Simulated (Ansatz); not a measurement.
`F[CH2][GeH2][Br]` + HCl → `F[CH2][GeH2][Cl]` + HBr  (ligand exchange at a Ge–Br bond)

Gas-phase electronic energies from Ansatz, PBE0-D4/def2-TZVP geometries. CBS: MP2 limit from def2 TZ/QZ plus the TZ coupled-cluster correction, frozen cores. This one scheme is used for every species. Functionals use def2-TZVPP. B3LYP here is the variant with VWN-RPA as its local correlation; programs differ in this. For Br, Ge outer-core shells are correlated without core-valence functions, which leaves a few kJ/mol of doubt a bond. Scalar relativity is left out up to krypton. One conformer a species, not always the lowest.

```json
{"level": "PBE-D4", "ΔE (eV)": "0.13"}
{"level": "B3LYP-D4", "ΔE (eV)": "0.12"}
{"level": "ωB97X-V", "ΔE (eV)": "0.12"}
{"level": "B2PLYP", "ΔE (eV)": "0.12"}
{"level": "PBE", "ΔE (eV)": "0.12"}
{"level": "SCS-MP2/def2-QZVPP", "ΔE (eV)": "0.13"}
{"level": "HF/CBS(def2)", "ΔE (eV)": "0.12"}
{"level": "CCSD/CBS(def2)", "ΔE (eV)": "0.14"}
```

Problem. What does CCSD(T)/CBS give? (Best estimate.)

Solution. Ansatz gave: +0.14 eV. The listed levels differ from it by -0.01, -0.02, -0.02, -0.02, -0.02, -0.01, -0.02, 0.00 eV.

Largest T1 diagnostic among the species: 0.010.
